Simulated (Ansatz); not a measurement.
Process, species as SMILES: C=CC[SiH2]CC=C [bis(prop-2-enyl)silane] -> C=C[Si](C)(C)C=C
Geometries: B3LYP-D3(BJ)/def2-TZVP minima from Ansatz (a first-principles code), one conformer each, not searched for the lowest. Frequencies are from Ansatz.

Quantity: isomerisation energy (enthalpy at 298 K, with B3LYP-D3(BJ) rigid-rotor harmonic-oscillator terms), in kcal/mol. Correlated levels leave the core frozen unless marked. Spin-orbit coupling is left out. Non-relativistic. Basis-set limits of correlation are two-point, X^-3; Hartree-Fock from the larger set. [CCSD(T)-MP2]/basis is that difference in the basis named.

| level | program | isomerisation energy (kcal/mol) |
|---|---|---|
| revPBE-D3(BJ)/def2-TZVPD | Ansatz + dftd3 | -15.2 |
| revPBE-D4/def2-TZVPD | Ansatz + dftd4 | -14.9 |
| r2SCAN/def2-TZVPD | Ansatz | [?] |
| PBE0-D3(BJ)/def2-TZVPD | Ansatz + dftd3 | -15.0 |
| BHLYP/def2-TZVPD | Ansatz | -14.9 |
| HSE06-D3(BJ)/def2-TZVPD | Ansatz + dftd3 | -15.0 |
| HSE06-D4/def2-TZVPD | Ansatz + dftd4 | -15.0 |
| LC-wPBE-D3(BJ)/def2-TZVPD | Ansatz + dftd3 | [?] |
| SCS-MP2/6-31G* | Ansatz | -14.8 |
| CCSD/cc-pV(D+d)Z | Ansatz | -12.5 |
| RI-MP2/CBS(aug-cc-pV(T+d)Z,aug-cc-pV(Q+d)Z)+[CCSD(T)-MP2]/aug-cc-pV(T+d)Z | Ansatz | [?] |

**Question.** Complete the blanks.

**Answer.** 
- r2SCAN/def2-TZVPD, isomerisation energy (kcal/mol): -16.0
- LC-wPBE-D3(BJ)/def2-TZVPD, isomerisation energy (kcal/mol): -15.9
- RI-MP2/CBS(aug-cc-pV(T+d)Z,aug-cc-pV(Q+d)Z)+[CCSD(T)-MP2]/aug-cc-pV(T+d)Z, isomerisation energy (kcal/mol): -17.2
